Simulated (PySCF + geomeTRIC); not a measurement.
Species: [Ti(OH)4] (charge 0, multiplicity 1).

### Question
Give a relaxed geometry from PySCF + geomeTRIC with BP86-D3(BJ)/def2-SVP.

### Answer
Several could match; the one computed here: the end point of this relaxation, one of several conformers.
Z-matrix (Å, degrees):
```
Ti
O 1 1.8092
H 2 0.9743 1 125.43
O 1 1.8092 2 110.31 3 -15.45
H 4 0.9743 1 125.48 2 -102.42
O 1 1.8095 2 107.94 3 -135.95
H 6 0.9744 1 125.14 2 -137.35
O 1 1.8103 2 110.19 3 103.71
H 8 0.9746 1 124.50 2 16.15
```
